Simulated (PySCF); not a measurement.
**Static response to an electric field**

Compound: GeH3(NHiPr), C3H11GeN.
Cartesian coordinates in Å at the PBE0-D3(BJ)/def2-SVP level; atoms count from 1:
```
atom  x, y, z in Å
Ge1   -0.154    1.947    0.814
H2     1.089    1.628    1.684
H3     0.306    2.804   -0.379
H4    -1.179    2.721    1.663
N5    -1.065    0.470    0.208
C6    -0.428   -0.683   -0.409
C7     0.205   -1.636    0.604
C8     0.582   -0.236   -1.455
H9    -1.815    0.196    0.836
H10   -1.221   -1.242   -0.943
H11    1.026   -1.138    1.147
H12    0.615   -2.534    0.115
H13   -0.537   -1.967    1.348
H14    1.430    0.295   -0.989
H15    0.996   -1.100   -1.994
H16    0.115    0.442   -2.185
```

Level: CAM-B3LYP/def2-SVPD (PySCF), static field, nuclei fixed, core orbitals frozen in the response. The polarisability tensor in these axes (au):

```
x   71.38 -0.92 -1.81
y   -0.92 84.53  4.13
z   -1.81  4.13 76.04
```

Question: What are the eigenvalues, a third of the trace, and Δα (Δα² = ½Σ(αi − αj)² over the three pairs)?

Answer: Principal values 70.74, 74.84 and 86.36 au; mean 77.31 au = 11.46 Å³ = 12.75 × 10⁻⁴⁰ C²·m²/J; Δα = 14.03 au (18 % of the mean).

Question: What is the dipole moment, and where does it point?

Answer: (0.00, -0.87, 0.23) D, 0.90 D in size, pointing from the negative to the positive side. Measured along this direction, the outermost atoms are H3 at the negative end and H12 at the positive end.

Question: Sum over states: ᾱ = Σ f/ω², ω in Eh. What share falls to these 15 lowest TDDFT singlets (eV, f)? 5.85, 0.0074; 6.41, 0.0263; 6.91, 0.0170; 7.13, 0.0038; 7.34, 0.0300; 7.52, 0.0106; 7.67, 0.0046; 8.27, 0.0069; 8.61, 0.0050; 8.67, 0.0478; 8.78, 0.0323; 8.79, 0.0526; 8.82, 0.0489; 8.97, 0.1302; 9.03, 0.0474.

Answer: They add up to 5.07 au, 6.6 % of the 77.31 au; the largest single term is 1.20 au, from the state at 8.97 eV. Terms in order: 0.16, 0.47, 0.26, 0.06, 0.41, 0.14, 0.06, 0.07, 0.05, 0.47, 0.31, 0.50, 0.47, 1.20, 0.43 au. Higher excitations give the rest. The strengths listed sum to 0.471.

Question: Find the Langevin capture rate constant for NO+ (29.998 u) meeting this molecule (135.010 u), k = 2.342 × 10⁻⁹ cm³/s × √(α in Å³ / reduced mass in u).

Answer: The reduced mass is 24.54 u, so k = 1.60 × 10⁻⁹ cm³/s. The formula leaves out the permanent dipole, which adds to the capture rate.

Question: Rayleigh depolarisation ratio (linearly polarised light, static tensor)?

Answer: ρ = 3Δα²/(45ᾱ² + 4Δα²) = 590.7/(268988 + 787.7) = 0.00219.

One conformer (not necessarily the lowest) at the PBE0-D3(BJ)/def2-SVP geometry, without solvent, vibrations or thermal averaging. The calculation is non-relativistic, for germanium too.

The run behind these numbers computed excited states and ΔSCF ions as well. The run took 1.7 min wall (grids of density and orbitals included) on one thread of an Arm Neoverse V1 (shared host), and the process peaked at 1.2 GiB of memory.
